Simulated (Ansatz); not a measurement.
Reaction (redistribution): `C=C[SiH2][SiH](O)O` + `N[Si](O)([SiH3])[SiH3]` → `O[SiH](O)[SiH2][SiH3]` + `C=C[Si](N)(O)[SiH3]`

Gas-phase electronic energies from Ansatz, PBE0-D4/def2-TZVP geometries. CCSD(T)/CBS is the MP2 limit (def2-TZVPP, def2-QZVPP) plus CCSD(T) − MP2 in def2-TZVPP, frozen cores. DFT in def2-TZVPP. B3LYP here is the variant with VWN-RPA as its local correlation; programs differ in this. Each species was taken in one conformer, which may not be the lowest.

```csv
level,ΔE (eV)
PBE-D4,-0.25
ωB97X-V,-0.29
B2PLYP,-0.30
PBE0,-0.29
B3LYP,-0.28
SCS-MP2/def2-TZVPP,-0.30
HF/def2-QZVPP,-0.33
MP2/def2-QZVPP,-0.31
```

(1) What does CCSD(T)/CBS give? (Best estimate.)

Largest T1 diagnostic among the species: 0.013.

Answers

(1) Ansatz gave: -0.30 eV. The listed levels differ from it by 0.05, 0.01, 0.00, 0.01, 0.02, 0.00, -0.03, -0.01 eV.
